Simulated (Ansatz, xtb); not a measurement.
Isomers of C6H8N2 in order of energy

4 gas-phase structures of C6H8N2, from a drawn sample of its isomers (lower ones may exist). Each was relaxed with GFN2-xTB; where two conformers were screened, the lower at r2SCAN-D4/def2-SVP is listed:

A. `N#C/C=C(\N)C1CC1`, a singlet
B. `N#C/C=C(/N)C1CC1`, a singlet
C. `N#CCC(N)=C1CC1`, a singlet
D. `[H]/N=C(\CC#N)C1CC1`, a singlet

Question: Make a reasoned guess at their ranking by r2SCAN-D4/def2-SVP single-point energy.

Answer: Calculated order at r2SCAN-D4/def2-SVP: A (0.0), B (1.5), D (9.0), C (18.8) kcal/mol.

Energies above the lowest of each column, in kcal/mol; the last columns are at PBE-D3(BJ)/def2-SVP geometries:

| structure | GFN2-xTB | HF/STO-3G | r2SCAN-D4/def2-SVP | PBE-D3(BJ)/def2-SVP | CCSD(T)/def2-SVP + ΔMP2/def2-TZVPP |
| --- | --- | --- | --- | --- | --- |
| A | 0.0 | 2.5 | 0.0 | 0.0 | 0.0 |
| B | 0.8 | 3.7 | 1.5 | 2.4 | 2.4 |
| D | 3.0 | 0.0 | 9.0 | 9.2 | 3.9 |
| C | 12.0 | 14.7 | 18.8 | 18.0 | 16.9 |

CCSD(T)/def2-SVP + ΔMP2/def2-TZVPP puts A lowest; HF/STO-3G picks D. Flexible structures stand in one conformer each, not always the lowest. A keeps a small imaginary mode. ΔMP2 is the change of the MP2 energy from the smaller to the larger basis.

Over these structures GFN2-xTB departs from r2SCAN-D4/def2-SVP by 3.0 kcal/mol on average once a common shift is removed. A GFN2-xTB relaxation took about 0.3 s and the r2SCAN-D4/def2-SVP energy about 6 s on a shared host (Ansatz 0.2.0, xtb 6.7.1).
